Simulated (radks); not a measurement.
Q: All-electron calculation, non-relativistic Kohn-Sham, LDA (Slater exchange, VWN5 correlation), spin-polarised, spherical densities, point nucleus. Program: a radial shooting solver on a logarithmic mesh with Libxc functionals. Response by self-consistent Sternheimer equations with the Hartree and adiabatic LDA kernel. Rank Tc7+, Nb5+, Ru8+, Kr, Mo6+, Sr2+, Zr4+, Rb+ (NIST ground configurations) by static dipole polarisability, largest first.

A: Kr 18.03, Rb+ 9.511, Sr2+ 5.996, Zr4+ 3.044, Nb5+ 2.326, Mo6+ 1.831, Tc7+ 1.475, Ru8+ 1.210 bohr^3.
